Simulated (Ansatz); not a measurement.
System: C3H14Si3 (charge 0, singlet). 
Coordinates optimised at B3LYP-D3(BJ)/def2-TZVP (Ansatz, a program for electronic structure):
SMILES: CCC[SiH]([SiH3])[SiH3]
```xyz
20

C      3.7056     0.1041     0.4163
C      2.3614     0.2392    -0.2951
C      1.2221    -0.4736     0.4433
Si    -0.4583    -0.3703    -0.4235
Si    -2.1063    -1.4820     0.8197
Si    -1.1111     1.8618    -0.7308
H      4.4983     0.6215    -0.1279
H      3.9938    -0.9454     0.5110
H      3.6589     0.5264     1.4228
H      2.4443    -0.1607    -1.3102
H      2.1171     1.2994    -0.4094
H      1.1140    -0.0585     1.4508
H      1.4703    -1.5316     0.5776
H     -0.3667    -1.0151    -1.7631
H     -2.2703    -0.8279     2.1428
H     -1.7379    -2.9021     1.0512
H     -3.4129    -1.4442     0.1176
H     -0.1790     2.5942    -1.6247
H     -2.4715     1.9315    -1.3194
H     -1.1349     2.5609     0.5795
```

Total electronic energies in hartree. Valence correlation only, unless marked. No spin-orbit coupling. No relativistic terms. Basis-set limits of correlation are two-point, X^-3; Hartree-Fock from the larger set. [CCSD(T)-MP2]/basis is that difference in the basis named.

| level | program | energy (Eh) |
|---|---|---|
| BLYP-D3(BJ)/def2-TZVPD | Ansatz + dftd3 | -991.22040 |
| BLYP/def2-TZVPD | Ansatz | -991.17982 |
| r2SCAN/def2-TZVPD | Ansatz | -991.12673 |
| B3LYP-D3(BJ)/def2-TZVPD | Ansatz + dftd3 | -991.39835 |
| PBE0/STO-3G | Ansatz | -979.28919 |
| BHLYP/def2-TZVPD | Ansatz | -991.20658 |
| MP2/cc-pV(D+d)Z | Ansatz | -989.31690 |
| RI-MP2/cc-pV(T+d)Z | Ansatz | -989.55462 |
| RI-MP2/CBS(aug-cc-pV(T+d)Z,aug-cc-pV(Q+d)Z)+[CCSD(T)-MP2]/aug-cc-pV(T+d)Z | Ansatz | -989.8134 |

Totals of different functionals don't rank their quality; only differences between species are comparable.
